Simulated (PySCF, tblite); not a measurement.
Isomers of C4H6F2N2Si, one GFN2-xTB conformer each. Single-point energies are computed at PBE0/pcSseg-1 (PySCF, gas phase, no added dispersion term), electronic only.

```json
{"SMILES": "FCc1c(F)cnn1[SiH3]", "GFN2-xTB relative energy (kJ/mol)": "182.6"}
{"SMILES": "Cc1c(F)cnn1[SiH2]F", "GFN2-xTB relative energy (kJ/mol)": "0.0"}
```

Conformers: `[F:1][CH2:2][c:3]1[c:4]([F:5])[cH:6][n:7][n:8]1[SiH3:9]` with F1–C2–C3–C4 141°; `[CH3:1][c:2]1[c:3]([F:4])[cH:5][n:6][n:7]1[SiH2:8][F:9]` with N6–N7–Si8–F9 -135°.

Task: What does PBE0/pcSseg-1 give for the same structures?

Result: 
| SMILES | PBE0/pcSseg-1 E (Eh) | PBE0/pcSseg-1 (kJ/mol) | GFN2-xTB (kJ/mol) | point group |
| --- | --- | --- | --- | --- |
| Cc1c(F)cnn1[SiH2]F | -754.09204 | 0.0 | 0.0 | C1 |
| FCc1c(F)cnn1[SiH3] | -754.01274 | 208.2 | 182.6 | C1 |

Both levels put the same isomer lowest. As drawn, the lower has an Si–F bond, which the higher lacks.

Task: Which frontier levels, dipoles and rotational constants go with these structures?

Result: 
```json
{"SMILES": "Cc1c(F)cnn1[SiH2]F", "HOMO (eV, PBE0/pcSseg-1)": "-7.03", "LUMO (eV)": "-0.34", "dipole (D)": "1.81", "A, B, C (MHz)": "2806, 949.2, 745.5"}
{"SMILES": "FCc1c(F)cnn1[SiH3]", "HOMO (eV, PBE0/pcSseg-1)": "-7.21", "LUMO (eV)": "-0.23", "dipole (D)": "1.58", "A, B, C (MHz)": "2024, 1209, 780.6"}
```

Task: What happens when harmonic zero-point energies from GFN2-xTB frequencies are added?

Result: 
```csv
SMILES,ZPE (kJ/mol),electronic (kJ/mol),with ZPE (kJ/mol)
Cc1c(F)cnn1[SiH2]F,256.8,0.0,0.0
FCc1c(F)cnn1[SiH3],249.5,208.2,201.0
```

The zero-point energies span 7.3 kJ/mol. The order is unchanged.
